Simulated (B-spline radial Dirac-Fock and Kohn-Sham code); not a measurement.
**Binding energies of Bi²⁰⁺ at several levels of theory**

System: the Bi²⁰⁺ ion in the configuration [Kr] 4d10 4f14 5s2 5p1.

The density-functional columns are spherical, spin-unpolarised Dirac-Kohn-Sham results without Breit or QED terms: −ε is minus the orbital energy of the initial state and ΔSCF the difference of two total energies. The reference in the last column comes from relaxed Dirac-Fock hole states (ΔSCF) with Breit and QED corrections and a finite nucleus. All numbers are from a B-spline atomic structure program, in eV; a selection of levels is shown. The Kohn-Sham columns are given as differences from the reference. For the 1s level of heavy atoms much of the gap between ΔSCF and the reference is the Breit and QED part, -514.8 eV here; for other levels the error of the functional can be larger.

```
     level  LDA −ε − DF  LDA ΔSCF − DF  Dirac-Fock
    K (1s)       -161.2         +505.2     91025.5
   L1 (2s)       -185.7          -51.5     16889.5
L2 (2p1/2)       -126.8          +44.2     16208.7
L3 (2p3/2)       -150.7           -8.5     13914.4
   M1 (3s)       -109.2          -62.1      4490.4
M2 (3p1/2)        -88.1          -38.0      4185.7
M3 (3p3/2)        -88.1          -42.7      3665.9
M4 (3d3/2)        -65.3          -12.5      3174.1
M5 (3d5/2)        -67.3          -16.1      3065.6
   N1 (4s)        -63.5          -37.7      1416.0
N2 (4p1/2)        -53.6          -28.0      1282.2
N3 (4p3/2)        -53.2          -28.9      1151.8
N4 (4d3/2)        -40.0          -15.8       935.4
N5 (4d5/2)        -40.0          -16.2       910.9
N6 (4f5/2)        -22.3           +1.6       628.1
N7 (4f7/2)        -22.6           +1.1       622.6
   O1 (5s)         -7.0           +7.8       580.3
 O2,3 (5p)        -10.0           +3.6       511.6
```

Values without a named source are computed, but for edge energies of neutral atoms, which are taken from tables.
